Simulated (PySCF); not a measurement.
**Worked example: chemical shift, span and skew from a shielding tensor**

Be(Me)(OSiH3) (CH6BeOSi), SMILES [CH3][Be][O][SiH3]. Atoms are numbered in the order given.

```xyz
10

Be     0.0000     0.0000     1.2830
C      0.0000     0.0000     2.9557
H      0.1216    -1.0161     3.3695
H     -0.9408     0.4028     3.3695
H      0.8192     0.6133     3.3695
O      0.0000     0.0000    -0.1363
Si     0.0000     0.0000    -1.7847
H     -1.3430    -0.4050    -2.2993
H      1.0223    -0.9605    -2.2993
H      0.3207     1.3656    -2.2993
```

The structure is a stationary point at PBE0-D3(BJ)/def2-SVP. Other conformers were not sampled.

GIAO shieldings from PBE0/pcSseg-1 (PySCF), non-relativistic, no solvent. The symmetric part of the tensor of Si7 has the principal values 352.9, 352.9, 473.4 ppm. The same nucleus in TMS has σ = 352.7 ppm at this level (PySCF, at its B3LYP-D3(BJ)/def2-TZVP geometry).

Work out the isotropic shielding, the ²⁹Si shift against TMS, the span and the skew.


σ(iso) = (σ11 + σ22 + σ33)/3 = 393.1 ppm. δ = σ(ref) − σ(iso) = 352.7 − (393.1) = -40.4 ppm.
Span Ω = σ33 − σ11 = 120.5 ppm. Skew κ = 3(σ(iso) − σ22)/Ω = 1.00, an axial tensor. Tumbling in solution averages the tensor to δ; in a static solid the shielding alone would spread this spin-1/2 line over Ω.
